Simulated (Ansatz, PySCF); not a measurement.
Gas-phase reaction (SMILES): [OH][Al]([OH])[Cl] + [H][H] (H2) → [OH][AlH][OH] + Cl (HCl); hydrogen cleaves one Al-Cl bond, a model of a ligand-exchange step.

Each molecule is optimised on its own at B3LYP-D3(BJ)/def2-TZVP (Ansatz, a quantum-chemistry and plane-wave program), one conformer each, not searched for the lowest. Cores are frozen in the correlated levels unless marked. No spin-orbit coupling. Non-relativistic. Basis-set limits of correlation are two-point, X^-3; Hartree-Fock from the larger set (for Q and 5 zeta extrapolated as (X+1)exp(-9√X)). Thermal terms are rigid-rotor harmonic-oscillator values from B3LYP-D3(BJ) frequencies (Ansatz or PySCF) at 298.15 K and 1 atm. 1 Eh = 627.5095 kcal/mol.

```json
[
 {"species": "[OH][Al]([OH])[Cl]", "E, CCSD(T)/CBS(cc-pV(Q+d)Z,cc-pV(5+d)Z) (Ansatz) (Eh)": "-853.53481", "E, B3LYP-D3(BJ)/def2-TZVPD (Ansatz + dftd3) (Eh)": "-854.61306", "H - E (Eh)": "0.03568"},
 {"species": "[H][H] (H2)", "E, CCSD(T)/CBS(cc-pV(Q+d)Z,cc-pV(5+d)Z) (Ansatz) (Eh)": "-1.17453", "E, B3LYP-D3(BJ)/def2-TZVPD (Ansatz + dftd3) (Eh)": "-1.17983", "H - E (Eh)": "0.01336"},
 {"species": "[OH][AlH][OH]", "E, CCSD(T)/CBS(cc-pV(Q+d)Z,cc-pV(5+d)Z) (Ansatz) (Eh)": "-394.27654", "E, B3LYP-D3(BJ)/def2-TZVPD (Ansatz + dftd3) (Eh)": "-394.90354", "H - E (Eh)": "0.03966"},
 {"species": "Cl (HCl)", "E, CCSD(T)/CBS(cc-pV(Q+d)Z,cc-pV(5+d)Z) (Ansatz) (Eh)": "-460.37772", "E, B3LYP-D3(BJ)/def2-TZVPD (Ansatz + dftd3) (Eh)": "-460.83744", "H - E (Eh)": "0.01000"}
]
```

Q: Work out ΔE and ΔH at 298.15 K at the first level, then ΔH at the second.

A: 
1. ΔE = [(-394.27654) + (-460.37772)] - [(-853.53481) + (-1.17453)] = 0.05508 Eh = 34.6 kcal/mol at CCSD(T)/CBS(cc-pV(Q+d)Z,cc-pV(5+d)Z).
2. The terms H - E add up to 0.00062 Eh, so ΔH = (0.05508 + (0.00062))×627.5095 = 35.0 kcal/mol.
3. At B3LYP-D3(BJ)/def2-TZVPD the same steps give ΔE = 32.6 and ΔH = 33.0 kcal/mol, a shift of -2.0 from the first level.
4. These values are not checked against measurement here, since the tables used lack a sound gas-phase enthalpy of formation for at least one species.
